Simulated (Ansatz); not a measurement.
Calculated with Ansatz (gas phase, PBE0-D4/def2-TZVP geometries, no zero-point term in ΔE). CBS: MP2 limit from def2 TZ/QZ plus the TZ coupled-cluster correction, frozen cores. This one scheme is used for every species. Functionals use def2-TZVPP. For Ge outer-core shells are correlated without core-valence functions, which leaves a few kJ/mol of doubt a bond. Scalar relativity is left out up to krypton. Each species was taken in one conformer, which may not be the lowest.

Reaction (germylene formation by 1,1-elimination): `[CH3][Ge]([OH])([OH])[F]` → CH₃OH + `[OH][Ge][F]`

`[CH3][Ge]([OH])([OH])[F]`:

Z-matrix (Å, degrees):
```
C
Ge 1 1.916
H 1 1.089 2 109.8
H 1 1.090 2 109.3 3 -120.2
H 1 1.090 2 109.4 3 120.1
O 2 1.755 1 109.6 3 172.2
O 2 1.764 1 115.8 3 -64.4
F 2 1.742 1 110.2 3 52.7
H 6 0.961 2 112.7 1 164.7
H 7 0.961 2 111.7 1 113.3
```

CH₃OH:

```xyz
6

C    -0.344    0.058    0.074
O     1.021    0.374   -0.076
H    -0.849    0.967    0.401
H    -0.513   -0.717    0.832
H    -0.803   -0.267   -0.868
H     1.487   -0.414   -0.362
```

`[OH][Ge][F]`:

```xyz
4

O     0.029   -0.899   -0.578
Ge   -0.925    0.573   -0.336
F     0.089    1.282    0.925
H     0.807   -0.957   -0.011
```

| species | CAM-B3LYP-D4 energy (Eh) |
| --- | --- |
| `[CH3][Ge]([OH])([OH])[F]` | -2368.69704 |
| CH₃OH | -115.72582 |
| `[OH][Ge][F]` | -2252.90583 |

Problem. Work out ΔE.

Solution. ΔE = (-115.72582) + (-2252.90583) − (-2368.69704) = 0.06539 Eh = +41.0 kcal/mol. CCSD(T)/CBS gives +44.9 kcal/mol.

Largest T1 diagnostic among the species: 0.015.

From BLYP to BHLYP (50 % exact exchange), in def2-TZVPP and without D4, ΔE moves by +12.9 kcal/mol. Leaving LDA and LC-ωPBE aside and taking each functional with its dispersion term where it has one, the values, not all of them listed here, spread over 17.4 kcal/mol, from BLYP-D4 to PBE-QIDH. LDA lies +9.1 kcal/mol from PBE without D4.
